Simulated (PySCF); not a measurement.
B(F)(Et)(NH2) (C2H7BFN), SMILES CCB(N)F.

Coordinates come from a ωB97X-D3(BJ)/def2-SVP optimisation. One conformer was computed; it need not be the lowest.

Two levels are set side by side: PBE/def2-TZVP (PySCF) and r2SCAN/def2-TZVP (PySCF). Same geometry, gas phase. Differences are taken from unrounded values.

```json
[
 {"quantity": "orbital gap (eV)", "r2SCAN": "7.72"},
 {"quantity": "highest occupied level (eV)", "r2SCAN": "-7.10"},
 {"quantity": "lowest empty level (eV)", "r2SCAN": "0.62"},
 {"quantity": "dipole moment (D)", "r2SCAN": "2.17"},
 {"quantity": "mean polarisability (bohr³)", "r2SCAN": "47.3"}
]
```

What does PBE give, and how far is it from r2SCAN? (Estimate from the structure and the level; the computed values follow.)


```json
[
 {"quantity": "orbital gap (eV)", "PBE": "6.80", "PBE minus r2SCAN": "-0.92"},
 {"quantity": "highest occupied level (eV)", "PBE": "-6.81", "PBE minus r2SCAN": "0.30"},
 {"quantity": "lowest empty level (eV)", "PBE": "-0.01", "PBE minus r2SCAN": "-0.63"},
 {"quantity": "dipole moment (D)", "PBE": "2.16", "PBE minus r2SCAN": "-0.01"},
 {"quantity": "mean polarisability (bohr³)", "PBE": "48.7", "PBE minus r2SCAN": "1.4"}
]
```

Rough cost on one machine, each run with all the roots and properties that it gave: r2SCAN against PBE about 4 times.
